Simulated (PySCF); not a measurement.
Te(Cl)(OH), SMILES O[Te]Cl (HClOTe), singlet (PBE0/def2-SVP optimised geometry):

```
4

Te    -0.927    -1.168     0.000
Cl    -1.344     1.168     0.000
O      1.051    -1.168     0.000
H      1.344    -1.062    -0.915
```

Level of theory: PySCF with PBE0/def2-TZVP, def2 effective core potentials past Kr.

Problem. What are the frontier orbital energies and the dipole moment?

Solution. HOMO-2 -9.46 eV, HOMO-1 -9.25 eV, HOMO -6.53 eV, LUMO -2.40 eV, LUMO+1 -1.97 eV; dipole moment 2.28 D.

On the same geometry PBE/def2-TZVP, def2 effective core potentials past Kr run with PySCF gives HOMO-2 -7.98 eV, HOMO-1 -7.81 eV, HOMO -5.36 eV, LUMO -3.18 eV, LUMO+1 -2.82 eV; dipole moment 2.16 D.
